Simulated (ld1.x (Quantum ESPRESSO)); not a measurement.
Results of a calculation; reference values are marked as such.
# Potentials for Sn (Z = 50) compared

Generated with ld1.x 7.5 (TM, RRKJ, ultrasoft, PAW), atompaw 4.2 or ONCVPSP 4.0.1. The cutoff is in Ry: for ld1.x and atompaw files where the sum of valence levels is converged to 10 mRy in a Bessel basis, for ONCV files where the hardest occupied wave has 1 mHa per electron of residual kinetic energy. The error is the largest all-electron minus pseudo excitation energy over each file’s own four to seven test configurations (ionisations up to +4, promotions, holes and added fractions of an electron), all of which were solved. The labels leave out finer settings (local radius, basis sizes, second energies), which also bear on the numbers. Spin-polarised tests are not counted. The rows are a selection from randomly drawn settings: files with unsolved tests, undetermined cutoffs or missed reference levels are left out.

A true bound ghost makes a file unfit for plane-wave use even where its test errors are small: the radial tests pick states by their node count and pass the ghost by.

```tsv
potential	cutoff (Ry)	largest error (meV)	bound ghosts
TM semilocal, LDA (PZ), scalar-relativistic, rc 2.10/2.25/2.25 (spd), local p, core correction yes, reference 5s2 5p2	21	-332	none
RRKJ, PBE, scalar-relativistic, rc 2.05/2.15/1.60/2.15 (spdf), local p, core correction yes, reference 4d10 5s1.5 5p2.5	70	-317	none
PAW, LDA (PZ), scalar-relativistic, rc 2.05/2.45/1.80 (spd), local smoothed, core correction yes, reference 4d10 5s1.5 5p2.5	35	-61	none
TM, PBE, fully relativistic, rc 1.85/2.35/1.70 (spd), local s, core correction no, reference 4d10 5s1.75 5p2.25	80	-290	none
ultrasoft, LDA (PZ), scalar-relativistic, rc 2.15/2.50/1.25 (spd), local smoothed, core correction no, reference 4d10 5s2 5p2	90	-258	s
```

Fill in the row for Sn: TM, PBE, scalar-relativistic, rc 1.70/2.60/2.80 (spd), local d, core correction yes, reference 5s2 5p2.

cutoff 25 Ry, largest error -454 meV, bound ghosts: s, p.
